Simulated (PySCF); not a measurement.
`F[P-](F)(F)(F)(F)F` (hexafluorophosphate) (charge -1). Method: PBE0-D3(BJ)/def2-SVP geometry optimisation, gas phase in PySCF.

```
atom  x, y, z in Å
F1     0.5974    0.4114    1.4550
P2     0.0058   -0.0026   -0.0071
F3     1.4227   -0.7204   -0.3769
F4    -1.4108    0.7156    0.3632
F5     0.5563    1.4016   -0.6281
F6    -0.5441   -1.4067    0.6147
F7    -0.5873   -0.4167   -1.4686
```

(1) What is the longest distance between nuclei?

(2) What is the repulsion energy of the bare nuclei, Σ ZA·ZB/RAB?

(3) Work out the bond lengths F1–P2, P2–F3, P2–F4, P2–F5, P2–F6, P2–F7 in pm.

(4) Where is the centre of mass (commonest isotopes), and what is the radius of gyration?

(5) What are the angles F4–P2–F5, F6–P2–F7, F1–P2–F3, F3–P2–F7, F5–P2–F6, F3–P2–F4, F5–P2–F7?

(6) How far apart are these pairs, which share no bond: F1···F4, F1···F6, F3···F5, F5···F7, F6···F7?

(7) Write the matrix of distances between heavy atoms (Å, lower triangle).

## Answers

(1) F5···F6, F3···F4 and F1···F7, 3.262 Å down to 3.261 Å.

(2) 525.26 Eh over 21 pairs, with full nuclear charges and distances in bohr; the largest single term is 43.81 Eh (F1 with P2, or a pair equal to it).

(3) For F1–P2 the difference vector is (-0.5916, -0.4140, -1.4621) Å, of length 1.6307 Å. F1–P2 163.1; P2–F3 163.1; P2–F4 163.1; P2–F5 163.1; P2–F6 163.1; P2–F7 163.1 pm.

(4) Mass 144.964 u; centre at (0.006, -0.003, -0.007) Å; Rg = √(Σ m r²/M) = 1.446 Å. As Ia + Ib + Ic = 2 Σ m r², the three principal moments sum to 606.4 u·Å².

(5) From the scalar product of the two bond vectors; for F4–P2–F5 it is -0.0013 Å² over 1.6309 × 1.6311 Å², cos θ = -0.0005. F4–P2–F5 90.0°; F6–P2–F7 90.0°; F1–P2–F3 90.0°; F3–P2–F7 90.1°; F5–P2–F6 180.0°; F3–P2–F4 180.0°; F5–P2–F7 90.0°.

(6) F1···F4 2.306 Å (2 bonds apart); F1···F6 2.305 Å (2 bonds apart); F3···F5 2.306 Å (2 bonds apart); F5···F7 2.307 Å (2 bonds apart); F6···F7 2.307 Å (2 bonds apart).

(7) 
```
F1    0.000
P2    1.631  0.000
F3    2.306  1.631  0.000
F4    2.306  1.631  3.262  0.000
F5    2.307  1.631  2.306  2.307  0.000
F6    2.305  1.631  2.307  2.306  3.262  0.000
F7    3.261  1.631  2.307  2.306  2.307  2.307  0.000
```

The point group is Oh within 0.08 Å; differences among equivalent distances and angles are scatter left by the optimiser. Not checked by PBE0-D3(BJ)/def2-SVP frequencies. The geometry's basis has no diffuse functions, a weakness for an anion.

Time: 51 s of wall time; peak memory 0.42 GiB. Hardware: Arm Neoverse V1, one thread, shared host. That covers the optimisation of the geometry.
